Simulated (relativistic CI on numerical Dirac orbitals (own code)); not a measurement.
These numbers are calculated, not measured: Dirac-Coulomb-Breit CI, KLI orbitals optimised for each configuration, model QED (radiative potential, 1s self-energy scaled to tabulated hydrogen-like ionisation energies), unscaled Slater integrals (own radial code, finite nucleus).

Configurations in the expansion (outside the closed core [Ar] 3d10): 4s²4p⁶4d⁹, 4s²4p⁶4d⁸5s, 4s²4p⁶4d⁸4f, 4s²4p⁵4d¹⁰, 4s²4p⁶4d⁸5p, 4s4p⁶4d¹⁰, 4s²4p⁶4d⁷5s5p, 4s²4p⁶4d⁸5d, 4s²4p⁶4d⁷4f5s, 4s²4p⁵4d⁹4f, 4s²4p⁶4d⁸6s, 4s²4p⁶4d⁸6p, 4s²4p⁶4d⁸5f, 4s²4p⁶4d⁸6d, 4s²4p⁶4d⁸5g, 4s²4p⁶4d⁸7s, 4s²4p⁶4d⁸7p, 4s²4p⁶4d⁸6f, 4s²4p⁵4d⁹5s, 4s4p⁶4d⁹4f, 4s²4p⁵4d⁹5p, 4s²4p⁵4d⁹5d, 4s²4p⁵4d⁹6s, 4s²4p⁶4d⁷5s², 4s²4p⁶4d⁶4f5s², 4s²4p⁶4d⁶5s²5p, 4s²4p⁶4d⁶5s²5d, 4s4p⁶4d⁸5s², 4s4p⁶4d⁷4f5s², 4s4p⁶4d⁷5s²5p, 4s4p⁶4d⁷5s²5d. Double excitations out of closed p, d and f shells are left out; levels of such configurations are missing from the list, as are those of other unlisted configurations, and high levels can miss mixing partners.

At this charge configurations can still be misplaced by up to about 7 % of their energy. Levels and lines within the n = 5 or 6 shells can be off by up to 10 % or somewhat more, and those that change n by about 2 %, since core polarisation is missing.

Outline of the computed level scheme of Te VIII. Lowest level of each configuration: 4s²4p⁶4d⁹ ²D5/2 at 0.0000 eV; 4s²4p⁶4d⁸5s ⁴F9/2 at 43.8784 eV; 4s²4p⁶4d⁸5p ⁴D°7/2 at 56.7054 eV.

Some strong electric-dipole decays among the lowest 45 levels: 4s²4p⁶4d⁸5p ²D°3/2 → 4s²4p⁶4d⁹ ²D5/2 (3.0e+10 s⁻¹); 4s²4p⁶4d⁸5p ²F°7/2 → 4s²4p⁶4d⁹ ²D5/2 (2.4e+10 s⁻¹); 4s²4p⁶4d⁸5p ²D°5/2 → 4s²4p⁶4d⁹ ²D5/2 (1.7e+10 s⁻¹); 4s²4p⁶4d⁸5p ²D°5/2 → 4s²4p⁶4d⁹ ²D5/2 (1.5e+10 s⁻¹); 4s²4p⁶4d⁸5p ²D°3/2 → 4s²4p⁶4d⁹ ²D3/2 (1.4e+10 s⁻¹); 4s²4p⁶4d⁸5p ²D°5/2 → 4s²4p⁶4d⁹ ²D5/2 (1.4e+10 s⁻¹); 4s²4p⁶4d⁸5p ²F°5/2 → 4s²4p⁶4d⁹ ²D5/2 (1.1e+10 s⁻¹); 4s²4p⁶4d⁸5p ²F°7/2 → 4s²4p⁶4d⁹ ²D5/2 (6.0e+09 s⁻¹).

LS names give the leading component of a level, which can be under half, so a name can repeat, a term be missing and a line seem to break the LS rules.
